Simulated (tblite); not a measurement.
Species: C₅H₂BrOS (doublet state).
Numbering: `[O:1]=[c:2]1[cH:3][cH:4][s:5][c:6][c:7]1[Br:8]` (hydrogens: H9 on C3; H10 on C4)

Computed with GFN2-xTB (tblite), gas phase: L-BFGS steps from a force-field or distance-geometry start until the largest atomic force falls under 0.01 eV/Å.

Step 10: E = -625.5433 eV
```
atom  x, y, z in Å  |  force x, y, z in eV/Å
O1      1.2010   -1.8591    0.7203    0.063  -0.023   0.001
C2      0.6075   -0.8363    0.4682    0.058  -0.077   0.034
C3     -0.8365   -0.7189    0.4063   -0.037   0.166  -0.044
C4     -1.5200    0.4018    0.1309   -0.006   0.041  -0.021
S5     -0.8408    1.9578   -0.2160   -0.134  -0.056   0.015
C6      0.7815    1.5838   -0.0873    0.029   0.035  -0.008
C7      1.3469    0.4336    0.1947    0.044  -0.060   0.010
Br8     3.2397    0.2592    0.2854    0.056  -0.069   0.018
H9     -1.3768   -1.6378    0.6045    0.090   0.069  -0.010
H10    -2.5937    0.4205    0.0992   -0.162  -0.025   0.005
```

Step 11: E = -625.5453 eV
```
atom  x, y, z in Å  |  force x, y, z in eV/Å
O1      1.2049   -1.8566    0.7197    0.014  -0.072   0.013
C2      0.6073   -0.8364    0.4685    0.054  -0.046   0.022
C3     -0.8373   -0.7148    0.4055    0.048   0.039  -0.015
C4     -1.5215    0.4037    0.1298   -0.101   0.047  -0.019
S5     -0.8439    1.9575   -0.2158   -0.042  -0.020   0.007
C6      0.7804    1.5811   -0.0867   -0.007   0.062  -0.014
C7      1.3459    0.4310    0.1951    0.095   0.014  -0.004
Br8     3.2429    0.2552    0.2865   -0.006  -0.054   0.012
H9     -1.3728   -1.6354    0.6041    0.050   0.053  -0.007
H10    -2.5970    0.4195    0.0995   -0.106  -0.022   0.003
```

Step 12: E = -625.5465 eV
```
atom  x, y, z in Å  |  force x, y, z in eV/Å
O1      1.2073   -1.8570    0.7197   -0.032  -0.053   0.010
C2      0.6080   -0.8372    0.4691    0.057  -0.020   0.009
C3     -0.8366   -0.7120    0.4048    0.047   0.039  -0.013
C4     -1.5244    0.4056    0.1289   -0.072  -0.038   0.006
S5     -0.8464    1.9568   -0.2155    0.017   0.018  -0.002
C6      0.7798    1.5809   -0.0867    0.004  -0.014   0.004
C7      1.3470    0.4297    0.1954    0.063   0.105  -0.023
Br8     3.2447    0.2521    0.2872   -0.032  -0.042   0.008
H9     -1.3696   -1.6328    0.6037    0.019   0.025  -0.002
H10    -2.6008    0.4184    0.0998   -0.072  -0.020   0.002
```

Task: Estimate the geometry and energy of step 13. (The exact step hangs on the optimiser's Hessian estimate; all steps are aligned on step 12, rigid shifts and turns removed.)

Result: E = -625.5474 eV, largest force 0.076 eV/Å
```
atom  x, y, z in Å  |  force x, y, z in eV/Å
O1      1.2087   -1.8579    0.7198   -0.054  -0.028   0.006
C2      0.6098   -0.8378    0.4696    0.028   0.036  -0.011
C3     -0.8356   -0.7090    0.4040    0.061  -0.027   0.005
C4     -1.5273    0.4061    0.1284   -0.068  -0.033   0.007
S5     -0.8482    1.9566   -0.2154    0.050   0.027  -0.004
C6      0.7795    1.5811   -0.0868   -0.018  -0.013   0.003
C7      1.3489    0.4310    0.1950    0.033   0.067  -0.013
Br8     3.2451    0.2481    0.2881   -0.021  -0.027   0.005
H9     -1.3669   -1.6308    0.6034    0.009   0.020  -0.001
H10    -2.6052    0.4173    0.1000   -0.020  -0.022   0.003
```

The energy changes by -0.0009 eV. The first-order estimate −F·Δx gives -0.0013 eV and the mean of the old and new forces, exact on a quadratic surface, -0.0009 eV. The step makes an angle of 47° with the force vector and moves no atom by more than 0.005 Å.

The cost below is that of the whole relaxation. The run took 0.15 s of wall time on Arm Neoverse V1, one thread, shared host.
